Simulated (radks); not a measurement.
Coulomb parameter of the 4f shell of the holmium ion Ho3+ in the model configuration [Xe] 4f8 5d2, as a second difference U = [E(n + 0.5) + E(n - 0.5) - 2 E(n)] / (0.5)^2 with all orbitals relaxed. "Bare": the charge of the atom changes with n. "Screened": the 5d shell takes up the change at fixed total charge, which measures U(4f,4f) + U(5d,5d) - 2 U(4f,5d). Method: scalar-relativistic Kohn-Sham, r2SCAN, spin-unpolarised, spherical densities, finite nucleus; meta-GGA in the generalised Kohn-Sham scheme; Fermi nuclear charge, rms radius 5.2022 fm; computed with a radial shooting solver on a logarithmic mesh with Libxc functionals.

\begin{tabular}{lrr}
case & configuration & E - E(n) (eV) \\ \hline
start & [Xe] 4f8 5d2 & 0.000 \\
bare +0.5 & [Xe] 4f8.5 5d2 & -22.649 \\
bare -0.5 & [Xe] 4f7.5 5d2 & 27.947 \\
screened +0.5 & [Xe] 4f8.5 5d1.5 & -10.243 \\
screened -0.5 & [Xe] 4f7.5 5d2.5 & 11.848 \\
\end{tabular}

U(bare) = 21.191 eV, U(screened by 5d) = 6.421 eV, against the Slater integral F0(4f,4f) = 34.914 eV with frozen orbitals.
